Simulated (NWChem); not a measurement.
Species: AlH₂ cation; SMILES [AlH2+]

All runs: NWChem. Medium grid unless said otherwise, to which SCAN and Minnesota functionals are sensitive. All runs use the structure optimised with PBE0-D3(BJ)/def2-TZVP.

Q: Order these by “highest occupied level (eV)”, lowest first: B3LYP/def2-TZVP; M06-2X/def2-TZVP; HCTH/407/def2-TZVP.

A: M06-2X/def2-TZVP (-17.32), B3LYP/def2-TZVP (-15.99), HCTH/407/def2-TZVP (-15.07)
